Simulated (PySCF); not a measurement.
# Where the electron goes

C₆H₉F.
Atom-mapped SMILES: `[CH3:1]/[CH:2]=[CH:3]\[CH:4]=[CH:5]\[CH2:6][F:7]` (hydrogens: H8, H9, H10 on C1; H11 on C2; H12 on C3; H13 on C4; H14 on C5; H15, H16 on C6)

Geometry (GFN2-xTB, Å), atoms numbered from 1 in this order:
```
atom  x, y, z in Å
C1    -2.5080   -0.1102   -0.8828
C2    -1.9980   -0.5088    0.4594
C3    -0.7412   -0.4459    0.9035
C4     0.4110    0.0276    0.1738
C5     1.6361    0.0541    0.6968
C6     2.8594    0.5338   -0.0128
F7     2.5930    0.9546   -1.2921
H8    -2.9795   -0.9662   -1.3666
H9    -1.7229    0.2669   -1.5297
H10   -3.2709    0.6611   -0.7723
H11   -2.7586   -0.8900    1.1300
H12   -0.5347   -0.7782    1.9135
H13    0.2679    0.3741   -0.8392
H14    1.8235   -0.2841    1.7072
H15    3.6064   -0.2677   -0.0939
H16    3.3089    1.3878    0.5121
```

Level of theory: TDDFT PBE0/def2-SVPD, vertical, gas phase, core orbitals frozen in the response in PySCF 2.14.0, density-fitted response routines.

Kohn–Sham orbitals with the atoms that hold most of them (Löwdin shares over 4%, at most four atoms; ? is withheld):

```csv
orbital,ε (eV),atoms
HOMO-3,-9.99,"F7 35%, C6 12%, C5 12%, C3 9%"
HOMO-2,-9.44,"C4 14%, C3 14%, C2 13%, C1 11%"
HOMO-1,-8.98,?
HOMO,-6.44,?
LUMO,?,"C5 24%, C2 22%, C4 17%, C3 14%"
LUMO+1,0.83,"C6 19%, C5 14%, C3 8%, C1 8%"
LUMO+2,1.15,"C1 24%, H10 8%, H8 8%, H9 8%"
```

(1) Give the leading atoms of the HOMO.

(2) Which atoms hold the HOMO-1, and with what shares?

(3) What is the LUMO energy, and the HOMO–LUMO gap?

## Answers

(1) C2 (bonded to 2 C and H) 24%; C5 (bonded to 2 C and H) 21%; C3 (bonded to 2 C and H) 19%; C4 (bonded to 2 C and H) 15%.

(2) C4 (bonded to 2 C and H) 25%; C3 (bonded to 2 C and H) 24%; C5 (bonded to 2 C and H) 13%; C2 (bonded to 2 C and H) 11%.

(3) ε(LUMO) = -0.67 eV; the gap is 5.77 eV (0.2119 hartree).

How does S1 compare with the orbital gap of 5.77 eV?

S1 is at 5.61 eV (f = 0.813), 0.15 eV below the gap, made of HOMO→LUMO (97%). Without the coupling terms of the response equations the lowest excitation would equal the gap.

Give energy, strength and leading configuration of S1, S2 and S6, and follow the Löwdin shares of the leading atoms from the occupied to the empty orbital.

- S1 (5.61 eV, f 0.813), HOMO→LUMO (97%): C2 24% → 22%, C5 21% → 24%
- S2 (6.16 eV, f 0.0001), HOMO→LUMO+1 (95%): C2 24% → at most 8%, C5 21% → 14%, C6 at most 15% → 19%
- S6 (7.16 eV, f 0.0008), HOMO-2→LUMO (97%): C4 14% → 17%, C3 14% → 14%, C5 at most 11% → 24%, C2 13% → 22%

Löwdin shares depend on the basis, the more so with diffuse functions.

One conformer stands for the species.
